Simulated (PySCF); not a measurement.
# input.py for SnH

The script input.py:

```python
from pyscf import gto, scf, mp

mol = gto.M(
    atom='Sn 0 0 0; H 0 0 1.503',
    basis='def2-svp',
    ecp={'Sn': 'def2-svp'},
    charge=0,
    spin=1,
    verbose=4,
)
mf = scf.UHF(mol)
mf.kernel()
mp.MP2(mf).kernel()
mf.dip_moment()
print('orbital energies (hartree):', [e[max(0, n-3):n+3].round(4) for e, n in zip(mf.mo_energy, mol.nelec)])
```

```bash
$ OMP_NUM_THREADS=1 python input.py
```

It prints (some set-up lines and the per-cycle HOMO/LUMO lines with their warnings removed):

```
PySCF version 2.14.0

[INPUT] verbose = 4
[INPUT] num. atoms = 2
[INPUT] num. electrons = 23
[INPUT] charge = 0
[INPUT] spin (= nelec alpha-beta = 2S) = 1
[INPUT] symmetry False subgroup None
[INPUT] Mole.unit = angstrom
[INPUT] Symbol           X                Y                Z      unit          X                Y                Z       unit  Magmom
[INPUT]  1 Sn     0.000000000000   0.000000000000   0.000000000000 AA    0.000000000000   0.000000000000   0.000000000000 Bohr   0.0
[INPUT]  2 H      0.000000000000   0.000000000000   1.503000000000 AA    0.000000000000   0.000000000000   2.840258365221 Bohr   0.0

nuclear repulsion = 7.74577421173653
number of shells = 13
number of NR pGTOs = 68
number of NR cGTOs = 31
basis = def2-svp
ecp = {'Sn': 'def2-svp'}

******** <class 'pyscf.scf.uhf.UHF'> ********
method = UHF
initial guess = minao
damping factor = 0
level_shift factor = 0
DIIS = <class 'pyscf.scf.diis.CDIIS'>
diis_start_cycle = 1
diis_space = 8
diis_damp = 0
SCF conv_tol = 1e-09
SCF conv_tol_grad = None
SCF max_cycles = 50
direct_scf = True
direct_scf_tol = 1e-13
number electrons alpha = 12  beta = 11
Set gradient conv threshold to 3.16228e-05
init E= -190.651004773246

cycle= 1 E= -213.488058949241  delta_E= -22.8  |g|= 0.949  |ddm|= 4.18
cycle= 2 E= -213.854191384545  delta_E= -0.366  |g|= 0.299  |ddm|=  2.1
cycle= 3 E= -213.873729318227  delta_E= -0.0195  |g|= 0.0167  |ddm|= 0.222
cycle= 4 E= -213.874182916219  delta_E= -0.000454  |g|= 0.00575  |ddm|= 0.0674
cycle= 5 E= -213.87424540608  delta_E= -6.25e-05  |g|= 0.00134  |ddm|= 0.0308
cycle= 6 E= -213.874249378995  delta_E= -3.97e-06  |g|= 0.000444  |ddm|= 0.00807
cycle= 7 E= -213.874249893677  delta_E= -5.15e-07  |g|= 0.000119  |ddm|= 0.00348
cycle= 8 E= -213.87424993315  delta_E= -3.95e-08  |g|= 4.95e-05  |ddm|= 0.000638
cycle= 9 E= -213.874249941442  delta_E= -8.29e-09  |g|= 1.98e-05  |ddm|= 0.00029
cycle= 10 E= -213.874249942981  delta_E= -1.54e-09  |g|= 2.6e-06  |ddm|= 0.000176
cycle= 11 E= -213.874249943  delta_E= -1.96e-11  |g|= 6.41e-07  |ddm|= 1.86e-05
Extra cycle  E= -213.874249943001  delta_E= -5.97e-13  |g|= 3.1e-07  |ddm|= 2.2e-06
converged SCF energy = -213.874249943001  <S^2> = 0.76124762  2S+1 = 2.0112162

******** <class 'pyscf.mp.ump2.UMP2'> ********
nocc = (np.int64(12), np.int64(11)), nmo = (31, 31)
E(UMP2) = -213.969889158714  E_corr = -0.0956392157127219
E(SCS-UMP2) = -213.970519279207  E_corr = -0.0962693362056968
E_corr(same-spin) = -0.0213435261341186
E_corr(oppo-spin) = -0.0742956895786033
Dipole moment(X, Y, Z, Debye):  0.00000,  0.00000,  0.67608
orbital energies (hartree): [array([-0.6373, -0.357 , -0.2592, -0.0063,  0.159 ,  0.2598]), array([-1.292 , -0.5945, -0.3338,  0.0084,  0.0475,  0.176 ])]
```

In short: E(SCF) = -213.874250 Eh, 11 cycles, E(MP2) − E(SCF) = -0.09564 Eh, ⟨S²⟩ = 0.761, μz(SCF) = 0.68 D.

It ran on Arm Neoverse V2 (1 thread, shared host) in 0.68 s.

The bond length is a typed value, not an optimised one. No search for the lowest solution was made.
